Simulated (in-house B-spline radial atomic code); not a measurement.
The numbers below are computed, except where a source is named.
**Mg²⁺ at several levels of theory**

Ground configuration [He] 2s2 2p6. All numbers come from a B-spline radial code for spherical atoms, all electrons, at the radial basis limit. Mean-field, RPA, GW and linear-response runs are scalar-relativistic (one-electron X2C), no spin-orbit coupling, without Breit or QED terms, open shells spin-polarised at highest spin; the many-body runs on Dirac-Hartree-Fock orbitals are four-component, and their energies hold both.

**Ionisation energy.** The reference is 80.144 eV (NIST, measured). It runs between the lowest fine-structure levels, while the runs without spin-orbit coupling give shell averages, so part of their difference is this splitting, and a close match can be a cancellation.

| method | value (eV) | minus reference (eV) |
| --- | --- | --- |
| minus the highest LDA VWN5 level | 66.84 | -13.31 |
| minus the highest PBE level | 66.69 | -13.45 |
| G0W0 on PBE | 79.71 | -0.43 |
| minus the highest r2SCAN level | 67.99 | -12.16 |
| minus the highest PBE0 level | 70.76 | -9.38 |
| G0W0 on PBE0 | 80.02 | -0.13 |
| minus the highest B3LYP (VWN-RPA) level | 70.16 | -9.99 |
| minus the highest CAM-B3LYP level | 72.18 | -7.96 |
| minus the highest LC-wPBE level | 72.55 | -7.59 |
| minus the highest Hartree-Fock level | 81.78 | +1.64 |
| G0W0 on Hartree-Fock | 80.56 | +0.42 |
| Dirac-Fock + self-energy with TDHF screening (2p3/2) | 80.16 | +0.02 |

Problem. Which methods come closest, and which lies farthest off?

Solution. Closest: Dirac-Fock + self-energy with TDHF screening (2p3/2) (+0.02 eV) and G0W0 on PBE0 (-0.13 eV). Farthest: minus the highest PBE level (-13.45 eV). The TDHF-screened form was chosen among four for its agreement on 13 closed-shell atoms.

**Static dipole polarisability and C6** of two like species, by linear response (no reference value is at hand):

| method | α (bohr³) | C6 (hartree·bohr⁶) |
| --- | --- | --- |
| LDA VWN5 | 0.5136 | 0.6236 |
| PBE | 0.5134 | 0.6223 |
| PBE0 | 0.4995 | 0.602 |
| B3LYP (VWN-RPA) | 0.5035 | 0.607 |
| CAM-B3LYP | 0.5051 | 0.6093 |
| LC-wPBE | 0.5121 | 0.6207 |
| TDHF | 0.4699 | 0.5585 |
| relativistic RPA (four-component TDHF) | 0.4698 | 0.5584 |

Problem. What mean excitation energy do α and C6 imply in London's formula C6 = (3/4) α² ω?

Solution. LDA VWN5: ω = 3.152 hartree; relativistic RPA (four-component TDHF): ω = 3.373 hartree. A method that puts the excitations lower gives a larger α and a smaller ω.

Run times on one thread of shared hosts: mean field, RPA, SOSEX and G0W0 on PBE, 0.8 s (Intel Xeon 6975P-C); TDDFT with PBE, 0.2 s (AMD EPYC 9R45 96-Core Processor (Zen 5)); removal energies by the self-energy, 6.4 s (Arm Neoverse N1).
